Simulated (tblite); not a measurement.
Species: C6H13OP.
SMILES with atom numbers: `[CH3:1][C:2]([CH3:3])([CH3:4])[C@@H:5]1[CH2:6][P@@H:7]1=[O:8]` (hydrogens: H9, H10, H11 on C1; H12, H13, H14 on C3; H15, H16, H17 on C4; H18 on C5; H19, H20 on C6; H21 on P7)

Calculated harmonic vibrations of the isolated species, GFN2-xTB (tblite), most abundant isotopes, no scaling. Errors from tens to a few hundred cm⁻¹ against measured bands are possible. Modes of hydrogen on phosphorus can be 10 to 20 % off.

Harmonic wavenumbers (cm⁻¹): 48.7, 130.7, 192.8, 219.9, 244.5, 248.4, 282.7, 300.8, 324.9, 350.4, 392.1, 458.6, 481.6, 571.2, 688.9, 720.8, 754.4, 826.0, 895.2, 909.7, 961.9, 966.1, 969.0, 987.0, 1017.1, 1028.4, 1044.9, 1076.7, 1106.3, 1195.2, 1239.3, 1279.1, 1282.0, 1308.9, 1386.8, 1403.7, 1405.6, 1427.0, 1485.4, 1491.3, 1492.4, 1503.6, 1508.1, 1513.7, 2353.7, 3007.2, 3017.9, 3022.4, 3025.4, 3026.7, 3030.8, 3035.5, 3036.5, 3041.7, 3063.2, 3065.1, 3083.5.

A = 2800, B = 1243, C = 1126 MHz; mass 132.070 u (most abundant isotopes); point group C1, symmetry number 1.

Problem. Zero-point energy?

Solution. Half the sum of the wavenumbers: 38966 cm⁻¹ = 466.13 kJ/mol.

Problem. Entropy at 298.15 K, 1 bar (ideal gas, RRHO, classical rotation)?

Solution. Translation 169.76, rotation 120.48, vibration 109.80: S = 400.0 J/(mol K).

Problem. And Cp and H(298.15 K) − H(0)?

Solution. Cp = 166.45 J/(mol K), of which vibrations give 133.19 (their classical limit is 57 R = 473.9); H(298.15 K) − H(0) = 28.65 kJ/mol without the zero-point energy, 18.73 from vibrations.

Problem. Which modes carry the vibrational entropy at 298.15 K?

Solution. 48.7 cm⁻¹: 20.37; 130.7 cm⁻¹: 12.28; 192.8 cm⁻¹: 9.21; 219.9 cm⁻¹: 8.20; 244.5 cm⁻¹: 7.41; 248.4 cm⁻¹: 7.29 J/(mol K); the other 51 give 45.05 together.

Problem. Blend soft modes into free rotors: weight 1/[1 + (100 cm⁻¹/ν̃)⁴] for the oscillator and the rest for a rotor with moment μB/(μ + B), μ = h/(8π²ν), B = 10⁻⁴⁴ kg m². What vibrational entropy results?

Solution. 104.44 J/(mol K) in place of 109.80, which changes −T·S at 298.15 K by +1.60 kJ/mol.

Problem. How do the functions run with temperature in this model?

Solution. 
| T (K) | S (J/(mol K)) | Cp (J/(mol K)) | H − H(0) (kJ/mol) | G − H(0) (kJ/mol) | ln q(vib) |
| --- | --- | --- | --- | --- | --- |
| 50 | 238.4 | 45.9 | 1.91 | -10.01 | 0.31 |
| 100 | 277.8 | 72.0 | 4.83 | -22.95 | 1.07 |
| 373.15 | 441.1 | 200.9 | 42.43 | -122.18 | 7.58 |
| 500 | 507.3 | 252.1 | 71.27 | -182.38 | 10.90 |
| 750 | 624.4 | 324.8 | 144.05 | -324.22 | 17.39 |
| 1000 | 724.9 | 373.2 | 231.69 | -493.18 | 23.57 |

q(vib) and H(0) count from the zero-point level.

Problem. What must be added to the electronic energy to get the Gibbs energy at 298.15 K and 1 bar?

Solution. ZPE + [H(298.15 K) − H(0)] − T·S = 466.13 + 28.65 − 119.27 = 375.51 kJ/mol.

Hindered rotation and anharmonicity are outside this model. The structure is chiral; the term R ln 2 for an equal mix with its mirror image is left out.

Conformer computed: `[CH3:1][C:2]([CH3:3])([CH3:4])[C@@H:5]1[CH2:6][P@@H:7]1=[O:8]`: C1–C2–C5–C6 29°.
